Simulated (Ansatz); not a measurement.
```yaml
crystal:
  periodic: [false, false, false]
  atoms:
    - {symbol: C, position_ang: [-1.051189, -3.213074, -1.231470]}
    - {symbol: C, position_ang: [-1.474749, -1.802433, -1.056360]}
    - {symbol: O, position_ang: [-2.162089, -1.214275, -0.952895]}
    - {symbol: O, position_ang: [-0.042386, -1.313640, -0.375434]}
    - {symbol: B, position_ang: [0.255267, 0.122724, -0.249239]}
    - {symbol: O, position_ang: [-0.563536, 0.357131, 1.176250]}
    - {symbol: C, position_ang: [-1.276747, 1.667869, 1.352953]}
    - {symbol: C, position_ang: [-2.122196, 1.882180, 2.552644]}
    - {symbol: O, position_ang: [-1.029931, 2.459067, 0.827299]}
    - {symbol: O, position_ang: [1.526994, 0.783102, -0.079369]}
    - {symbol: C, position_ang: [2.112713, 0.636640, -1.241099]}
    - {symbol: C, position_ang: [3.114361, 1.314292, -1.033232]}
    - {symbol: O, position_ang: [1.591683, 0.571252, -2.144437]}
    - {symbol: H, position_ang: [-0.220991, -3.127220, -1.879209]}
    - {symbol: H, position_ang: [-1.886803, -3.600442, -1.766093]}
    - {symbol: H, position_ang: [-0.637069, -3.722994, -0.477988]}
    - {symbol: H, position_ang: [-1.483252, 0.996693, 3.444811]}
    - {symbol: H, position_ang: [-2.714244, 0.855979, 2.836729]}
    - {symbol: H, position_ang: [-2.134593, 2.616419, 2.925426]}
    - {symbol: H, position_ang: [3.676210, 1.377503, -1.705208]}
    - {symbol: H, position_ang: [3.780448, 1.046280, -0.408908]}
    - {symbol: H, position_ang: [2.785480, 2.472814, -0.511790]}
basis:
  gaussian: {orbitals: def2-mTZVPP, final_grid: {core_spheres: 1, valence_spheres: 1, degree: 5}}
total_charge: -1
magnetization: {spin_polarized: true, initial_magnetization: 1}
hamiltonian: {xc: {name: r2SCAN}}
scf: {lower_state_search: full}
```

```sh
$ ansatz run in.yaml --threads 4 --pin off --events-out ev --progress --plain --max-ram 46080MiB --backend cuda --devices 0, --max-vram 37GiB
```

Output, abridged:

```
Functional definition: r2SCAN
2706 factors; their error is unknown
mean field evaluation 1: about -19272.6887 eV, gradient 8.9e1 eV
mean field evaluation 2: about -19176.0748 eV, gradient 1.6e2 eV
mean field evaluation 4: about -19302.3679 eV, gradient 1.6e1 eV
mean field evaluation 8: about -19303.3802 eV, gradient 1.1e0 eV
mean field evaluation 16: about -19250.9571 eV, gradient 3.9e0 eV
mean field evaluation 32: about -19251.5186 eV, gradient 6.6e-5 eV
a density is far from that of the atoms, so the factors are made again for it
3117 factors; integrals over basis functions are off by at most 1.3e-3 eV
mean field -19252.36566112 eV, -707.5113883240 hartree, gradient 1.9e-5 eV, S^2 0.845202; 15 other end points of the search recorded, 0 dependent functions left out
reference -19252.36573153 eV, -707.5113909115 hartree; 50, 49 occupied and 272, 273 virtual orbitals, 3117 factors
Total energy: -19252.36573153 eV, -707.5113909115 hartree
```

In this input the integration grid is far too coarse. Self-consistency was reached. The result belongs to that input, not to the molecule as meant.
